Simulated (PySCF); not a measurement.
# Sn (tin, neutral) across methods

[Kr] 4d10 5s2 5p2, high-spin 3P determinant. Calculation: PySCF 2.14, in ANO-RCC-VTZP (7s6p4d2f1g, 68 functions); the spin-free X2C one-electron Hamiltonian (Gaussian nucleus).

| method | E (hartree) | mean ε 5s α (eV) | mean ε 5s β (eV) | mean ε 5p α (eV) | Σ⟨r²⟩ (bohr²) | ⟨S²⟩ |
| --- | --- | --- | --- | --- | --- | --- |
| PBE | -6175.88 | -10.919 | -9.812 | -4.154 | 61.16 | 2.002 |
| LDA | -6170.27 | -11.157 | -10.189 | -4.209 | 60.89 | 2.001 |
| BLYP | -6176.50 | -10.740 | -9.893 | -3.892 | 61.41 | 2.001 |
| PBE0 | -6175.95 | -12.285 | -10.626 | -5.064 | 60.86 | 2.003 |
| PBEsol | -6173.02 | -10.971 | -9.835 | -4.155 | 60.92 | 2.002 |
| UHF | -6173.55197 | -15.623 | -12.047 | -7.275 | 61.75 | 2.011 |
| M06-L | -6176.18 | -10.941 | -9.835 | -4.025 | 61.25 | 2.002 |
| r2SCAN | -6176.29 | -11.357 | -9.872 | -4.443 | 60.76 | 2.005 |
